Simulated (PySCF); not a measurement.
Be(OSiH3)2 (BeH6O2Si2), SMILES [O]([Be][O][SiH3])[SiH3]. Atoms are numbered in the order given.

```xyz
11

Be    -0.0004    -0.0050     0.0004
O     -1.1627     0.1545     0.7852
Si    -2.5201     0.3468     1.7020
H     -2.4000    -0.4311     2.9694
H     -3.7185    -0.1353     0.9553
H     -2.7134     1.7872     2.0400
O      1.1620    -0.1633    -0.7844
Si     2.5205    -0.3422    -1.7024
H      2.2621    -1.2902    -2.8252
H      3.6373    -0.8776    -0.8704
H      2.9345     0.9734    -2.2713
```
Charge 0, spin multiplicity 1.

Coordinates come from a B3LYP-D3(BJ)/def2-SVP optimisation. The structure was generated by enumeration; whether it is a known compound was not checked. Other conformers were not sampled.

Two levels are set side by side: PBE/pcSseg-1 (PySCF) and B3LYP/pcSseg-1 (PySCF). GIAO shifts against H2O (¹⁷O), TMS (²⁹Si), TMS (¹H) at the same level; non-relativistic, no solvent, atoms listed together averaged. Differences are taken from unrounded values.

```json
[
 {"quantity": "δ(¹⁷O) of O2, O7 (ppm)", "B3LYP": "12.0"},
 {"quantity": "δ(²⁹Si) of Si3, Si8 (ppm)", "B3LYP": "-45.9"},
 {"quantity": "δ(¹H) of H4, H5, H6, H9, H10, H11 (ppm)", "B3LYP": "5.23"}
]
```

Problem. What does PBE give, and how far is it from B3LYP? (Estimate from the structure and the level; the computed values follow.)

Solution. 
```json
[
 {"quantity": "δ(¹⁷O) of O2, O7 (ppm)", "PBE": "14.8", "PBE minus B3LYP": "2.8"},
 {"quantity": "δ(²⁹Si) of Si3, Si8 (ppm)", "PBE": "-40.6", "PBE minus B3LYP": "5.4"},
 {"quantity": "δ(¹H) of H4, H5, H6, H9, H10, H11 (ppm)", "PBE": "5.54", "PBE minus B3LYP": "0.31"}
]
```

Rough cost on one machine, each run with all the roots and properties that it gave: B3LYP against PBE within a factor of 2.
